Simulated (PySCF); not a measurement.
C₄H₅FO₂, SMILES O1C(=CO[C@@H]1C)F.

The structure is a stationary point at PBE-D3(BJ)/def2-SVP. The structure was generated by enumeration; whether it is a known compound was not checked. One conformer was computed; it need not be the lowest.

Calculation: PySCF with TDDFT-CAM-B3LYP/def2-SVPD.

Vertical excitations. 

Computed lowest excited states:
| state | energy (eV) | λ (nm) | f | main pairs |
|---|---|---|---|---|
| S1 | 5.74 | 216 | 0.010 | HOMO→LUMO 79 %, HOMO→LUMO+1 15 % |
| S2 | 6.01 | 206 | 0.012 | HOMO→LUMO+1 62 %, HOMO→LUMO 11 % |
| S3 | 6.22 | 199 | 0.098 | HOMO→LUMO+2 86 % |
| S4 | 6.68 | 186 | 0.007 | HOMO→LUMO+4 79 % |
| S5 | 6.87 | 181 | 0.007 | HOMO→LUMO+3 75 % |
| S6 | 7.29 | 170 | 0.014 | HOMO→LUMO+5 49 %, HOMO→LUMO+6 30 %, HOMO→LUMO+8 7 % |
| S7 | 7.55 | 164 | 0.005 | HOMO→LUMO+6 48 %, HOMO→LUMO+5 26 % |
| S8 | 7.91 | 157 | 0.024 | HOMO→LUMO+7 61 % |
| S9 | 8.17 | 152 | 0.017 | HOMO→LUMO+8 65 %, HOMO→LUMO+9 20 % |
| S10 | 8.35 | 148 | 0.023 | HOMO→LUMO+9 50 %, HOMO→LUMO+8 19 %, HOMO→LUMO+5 10 % |
| T1 | 3.82 | 324 | 0 | HOMO→LUMO+2 70 % |
| T2 | 5.54 | 224 | 0 | HOMO→LUMO 53 %, HOMO→LUMO+1 32 % |
| T3 | 5.81 | 214 | 0 | HOMO→LUMO 35 %, HOMO→LUMO+1 30 %, HOMO→LUMO+3 9 %, HOMO→LUMO+6 8 % |
| T4 | 6.58 | 188 | 0 | HOMO→LUMO+4 73 %, HOMO→LUMO+1 13 % |
Triplets are in the Tamm–Dancoff approximation, which puts them higher than full response would, so one can lie above its singlet here.
